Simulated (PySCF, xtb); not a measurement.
Zn(NH2)2 (H₄N₂Zn), SMILES [NH2][Zn][NH2].

xtb with GFN2-xTB at its own geometry gives an orbital gap of 3.43 eV and a dipole moment of 2.34 D.

Geometry optimised at TPSSh-D3(BJ)/def2-TZVP. One conformer was computed; it need not be the lowest.

What does PySCF with M06-2X/def2-TZVPD give? (An estimate is asked for; the answer gives what the named calculation found.)

gap 8.18 eV (levels -8.24 and -0.06 eV), dipole 1.37 D.
